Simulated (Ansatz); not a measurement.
A trace of molecular dynamics of CH6N2OSi (11 atoms, charge 0, multiplicity 1).

All numbers below come from RKS B3LYP-D4/STO-3G (Ansatz 0.2.0).

```
ensemble        : NVT, Nosé–Hoover chain
set temperature : 700 K
thermostat      : time constant 100 fs, chain length 3 (defaults)
seed            : 405729
```

| time (fs) | T (K) | potential energy less start (eV) | conserved less start (meV/atom) |
| --- | --- | --- | --- |
| 0.0 | 700 | 0.000 | 0.00 |
| 20.0 | 70288 | 33.040 | 243466.91 |
| 40.0 | 5842 | 33.400 | 244581.07 |
| 60.0 | 40292 | 35.501 | 381551.04 |
| 80.0 | 2893 | 36.662 | 381918.09 |
| 100.0 | 59403 | 39.242 | 390766.95 |
| 120.0 | 3380 | 38.884 | 390765.82 |
| 140.0 | 531391 | 69.609 | 497135.12 |
| 160.0 | 7656 | 41.518 | 712873.46 |
| 180.0 | 875 | 40.463 | 713057.34 |
| 200.0 | 422 | 38.827 | 713068.77 |
| 220.0 | 447 | 37.492 | 713042.30 |
| 240.0 | 406 | 36.857 | 713035.96 |
| 260.0 | 196 | 36.745 | 713035.21 |
| 280.0 | 97 | 36.718 | 713036.31 |
| 300.0 | 40 | 36.701 | 713036.59 |
| 320.0 | 14 | 36.692 | 713035.92 |
| 340.0 | 26 | 36.650 | 713035.23 |
| 360.0 | 29 | 36.627 | 713034.94 |
| 380.0 | 39 | 36.599 | 713034.92 |
| 400.0 | 51 | 36.566 | 713035.03 |
| 420.0 | 125 | 36.454 | 713035.35 |
| 440.0 | 221462 | 63.425 | 743430.98 |
| 460.0 | 5251 | 38.777 | 821128.82 |
| 480.0 | 405 | 37.554 | 821112.55 |

Problem. Is this trajectory sound?

Solution. The conserved energy changed by up to 820000 meV per atom, so the integration failed: the time step of 4 fs is too long for the fastest motions that this run met, and the later frames carry no physical meaning.

Run time: 5.9 min on 1 CPU thread of a shared host.
